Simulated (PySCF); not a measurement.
Electric field gradients and quadrupole coupling constants

Species: C₆H₁₁FOSi₂.
Geometry (GFN2-xTB, Å), atoms numbered from 1 in this order:
```xyz
21
C6H11FOSi2 angstrom
C      4.8623    1.4155   -0.0415
C      3.9246    0.6729   -0.0184
C      2.7788   -0.2109    0.0147
C      1.4806    0.5602   -0.2279
O      0.4004   -0.3329   -0.1319
Si    -1.1320   -0.1068   -0.5750
F     -1.1183    0.5245   -2.0736
C     -2.1546   -1.6903   -0.3975
Si    -3.4492   -0.7601    0.6665
C     -2.3765    0.8277    0.5173
H      5.6925    2.0560   -0.0627
H      2.8860   -0.9828   -0.7518
H      2.7236   -0.7024    0.9898
H      1.4921    1.0264   -1.2187
H      1.3652    1.3517    0.5215
H     -2.5361   -2.0780   -1.3365
H     -1.6544   -2.5118    0.1039
H     -4.7617   -0.6393    0.0328
H     -3.5689   -1.2630    2.0362
H     -2.8732    1.6638    0.0336
H     -1.9901    1.1965    1.4634
```

Field gradients from the PBE0/pcSseg-1 density (PySCF, non-relativistic), principal values in atomic units, ordered |Vxx| ≤ |Vyy| ≤ |Vzz|:

```csv
atom,Vxx,Vyy,Vzz
O5,-0.5294,-1.1275,1.6568
```

Problem. Find the asymmetry η = (Vxx − Vyy)/Vzz and the couplings χ = eQV/h (234.96 MHz × Q in barn × V in au), with Q(17O) = −0.0256 b.

Solution. 
| atom | environment | nucleus | η | χzz (MHz) | χxx (MHz) | χyy (MHz) |
| --- | --- | --- | --- | --- | --- | --- |
| O5 | silyl ether oxygen | 17O | 0.36 | -9.97 | 3.18 | 6.78 |

The tensor is traceless: Vxx + Vyy + Vzz = 0.

Problem. What is Vzz at O5 in SI units (1 au = 9.71736 × 10²¹ V/m²)?

Solution. 1.6568 au = 16.100 × 10²¹ V/m².

Problem. And the gradient at the other heavy atoms, for which no coupling is worked out here?

Solution. 
```csv
atom,environment,Vzz (au),η
C1,terminal alkyne carbon,-0.272,0.14
C2,alkyne carbon,-0.294,0.03
C3,propargylic carbon,0.119,0.79
C4,sp3 carbon bound to oxygen,0.425,0.31
Si6,fluorine-bound silicon,0.568,0.13
F7,silicon-bound fluorine,1.208,0.13
C8,sp3 carbon bound to silicon,-0.057,0.33
Si9,SiH2 silicon,0.201,0.49
C10,sp3 carbon bound to silicon,-0.060,0.30
```

Problem. What couplings would deuterons (Q(2H) = 0.00286 b) have in place of the hydrogens, at this geometry?

Solution. 
| atom | bonded to | bond length (Å) | Vzz (au) | η | χzz (kHz) |
| --- | --- | --- | --- | --- | --- |
| H11 | C1 | 1.049 | 0.3977 | 0.00 | 267 |
| H12 | C3 | 1.093 | 0.2984 | 0.02 | 201 |
| H13 | C3 | 1.093 | 0.2980 | 0.02 | 200 |
| H14 | C4 | 1.095 | 0.2845 | 0.07 | 191 |
| H15 | C4 | 1.096 | 0.2860 | 0.07 | 192 |
| H16 | C8 | 1.085 | 0.3342 | 0.03 | 225 |
| H17 | C8 | 1.085 | 0.3352 | 0.03 | 225 |
| H18 | Si9 | 1.462 | 0.1635 | 0.01 | 110 |
| H19 | Si9 | 1.464 | 0.1624 | 0.01 | 109 |
| H20 | C10 | 1.086 | 0.3320 | 0.03 | 223 |
| H21 | C10 | 1.086 | 0.3326 | 0.03 | 224 |

The structure is a single GFN2-xTB conformer in the gas phase; no vibrational or solvent corrections. GFN2-xTB bond lengths can be off by several hundredths of an ångström, more for odd bonds, and the gradients follow them. These gradients aren't converged with respect to the basis.

The run behind these numbers computed NMR shieldings as well. Time: 2.5 min wall; peak memory 1.1 GiB. Hardware: one thread of an Intel Xeon at 2.50 GHz, no GPU, shared host with 64 logical CPUs at a one-minute load of 59.
